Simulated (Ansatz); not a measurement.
Species: C8H9FSi, SMILES `C=C([SiH3])c1ccc(F)cc1` (Si–C–C–C torsion 33°) (charge 0, multiplicity 1), formula C₈H₉FSi.

### Question
How many basis functions does Ansatz (a program for electronic structure) with frozen-core CCSD(T)/cc-pVDZ // PBE0-D3(BJ)/def2-SVP use, how many core orbitals are frozen, and how many electrons are correlated?

### Answer
189 basis functions and 14 frozen orbitals, which leaves 52 correlated electrons. Core time is of the order of minutes.
